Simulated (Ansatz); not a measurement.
A series at Si: from `O[Si](O)(O)Cl`, ligands are replaced one by one, each step taking up HCl and setting free H₂O; n counts the steps. Ansatz, PBE0-D4/def2-TZVP geometries. Each molecule was computed in one conformer, which needn't be the lowest.

CBS adds triple-zeta CCSD(T) − MP2 to the MP2 limit, frozen cores; atoms without spin–orbit coupling. 

```json
{"n": "0", "molecule": "`O[Si](O)(O)Cl`", "atomization energy, CCSD(T)/CBS (kJ/mol)": "3251.1"}
{"n": "1", "molecule": "`O[Si](O)(Cl)Cl`", "atomization energy, CCSD(T)/CBS (kJ/mol)": "2707.5"}
{"n": "2", "molecule": "`O[Si](Cl)(Cl)Cl`", "atomization energy, CCSD(T)/CBS (kJ/mol)": "?"}
{"n": "3", "molecule": "`Cl[Si](Cl)(Cl)Cl`", "atomization energy, CCSD(T)/CBS (kJ/mol)": "1619.8"}
```

Task: By hand: fit a straight line y = ȳ + b (n − n̄) to the 3 given rows and predict n = 2.

Result: n̄ = 1.333, ȳ = 2526.13; Σ(n − n̄)(y − ȳ) = -2537.63, Σ(n − n̄)² = 4.667, so b = -543.74 kJ/mol a step. Prediction: 2526.13 + (-543.74) × (0.667) = 2163.5 kJ/mol.

Task: By hand: compare with the computed value, 2163.4 kJ/mol, and give the steps along the whole series.

Result: The line misses by -0.1 kJ/mol (computed minus predicted). Steps: -543.6, -544.1, -543.6 kJ/mol.

The steps differ by at most 0.5 kJ/mol, 0.1 % of a mean step, so the ligands' effects nearly add and a line is close. The miss is 0.0 % of the series' range. The energies themselves are unsure by some kJ/mol a bond, though much of that is common to the series.
